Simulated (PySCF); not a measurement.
A compound of formula C19H11P has these computed shifts in ppm, with the number of atoms in brackets (GIAO KT3/pcSseg-1, gas phase, PySCF SCF with an in-house response code, fitting set def2-universal-JFIT, grid level 2, non-relativistic, on the GFN2-xTB geometry; 13C, 1H against isolated TMS; 31P against isolated PH3).

1H: 8.68 (1), 7.51 (1), 7.22 (1), 7.20 (1), 7.09 (1), 7.08 (1), 7.04 (1), 7.00 (1), 6.99 (1), 6.73 (1), 6.69 (1)
13C: 155.2 (1), 150.2 (1), 149.5 (1), 148.2 (1), 146.4 (1), 146.3 (1), 130.3 (1), 127.5 (1), 124.6 (1), 123.6 (1), 121.5 (1), 121.4 (1), 120.0 (1), 119.8 (1), 118.2 (1), 118.1 (1), 117.7 (1), 109.9 (1), 107.9 (1)
31P: 487.9 (1)

Question: Which structure gave them?

Answer: c1ccc2c3c(ccc2c1)-c1c-3ccc2pcccc12. Other isomers were not compared.
